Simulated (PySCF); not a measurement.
Bonds broken one at a time in the series SiH2Cl-X. All species are isolated molecules in the gas phase. One relaxed conformer stands for each flexible species; it need not be the lowest. Strings in code marks are SMILES.

All values below come from PBE-D3(BJ)/def2-TZVP // B3LYP-D3(BJ)/def2-TZVP run with PySCF 2.14.0. 

```json
[
 {"species": "whole molecule (`Cl[SiH2]Cl`)", "dipole moment (D)": "1.11"},
 {"species": "whole molecule (`Cl[SiH2]Br`)", "dipole moment (D)": "1.07"},
 {"species": "whole molecule (`Cl[SiH2]I`)", "dipole moment (D)": "0.94"},
 {"species": "radical fragment (`N[SiH2]`)", "dipole moment (D)": "–"},
 {"species": "radical fragment (`[SiH2]S`)", "dipole moment (D)": "–"},
 {"species": "radical fragment (`[BH2]`)", "dipole moment (D)": "0.51"}
]
```
